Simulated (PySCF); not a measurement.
C2H5F3Si.

```xyz
11

C     -2.3457     0.1983     0.4175
C     -1.2279    -0.8232     0.1513
Si     0.4267    -0.0427    -0.0765
F      0.4364     0.9761    -1.3233
F      1.5846    -1.1272    -0.3428
F      0.8640     0.8092     1.2181
H     -2.1426     0.7828     1.3284
H     -2.4433     0.9088    -0.4181
H     -3.3177    -0.3009     0.5487
H     -1.1475    -1.5461     0.9819
H     -1.4455    -1.4206    -0.7512
```

The structure is a stationary point at B3LYP-D3(BJ)/def2-SVP. The values are those of a single conformer.

Method: KT2/pcSseg-1 in PySCF. Non-relativistic, no solvent.

Computed absolute GIAO shielding of each atom: isotropic value and principal components (ppm):
| atom | σ(iso) | σ11 | σ22 | σ33 | span |
|---|---|---|---|---|---|
| C1 | 175.3 | 169.2 | 170.3 | 186.3 | 17.1 |
| C2 | 177.3 | 171.6 | 174.4 | 185.9 | 14.3 |
| Si3 | 402.2 | 378.0 | 381.9 | 446.7 | 68.7 |
| F4 | 305.3 | 237.5 | 282.7 | 395.7 | 158.1 |
| F5 | 297.3 | 236.2 | 263.8 | 392.0 | 155.8 |
| F6 | 305.4 | 237.3 | 283.1 | 395.7 | 158.3 |
| H7 | 30.1 | 25.4 | 28.9 | 36.0 | 10.6 |
| H8 | 30.1 | 25.4 | 28.9 | 36.1 | 10.6 |
| H9 | 29.9 | 25.1 | 27.4 | 37.3 | 12.3 |
| H10 | 30.3 | 25.8 | 28.8 | 36.5 | 10.7 |
| H11 | 30.3 | 25.8 | 28.7 | 36.5 | 10.7 |
